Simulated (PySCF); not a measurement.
H2Sn, SMILES [SnH2+], charge +1, multiplicity 2. Geometry optimised at PBE0-D3(BJ)/def2-TZVPD. The def2 effective core potentials stand for the cores of Sn; spin–orbit coupling is left out.

Q: Give the equilibrium geometry at PBE0-D3(BJ)/def2-TZVPD (PySCF confirms it by a frequency run) as Cartesian coordinates in Å, and its point group. (An estimate is asked for; the answer gives what the named calculation found.)

A: point group C2v.
```xyz
3

Sn     0.0000     0.0000     0.0330
H      0.0000     1.4958    -0.8262
H      0.0000    -1.4958    -0.8262
```
Charge +1, spin multiplicity 2.
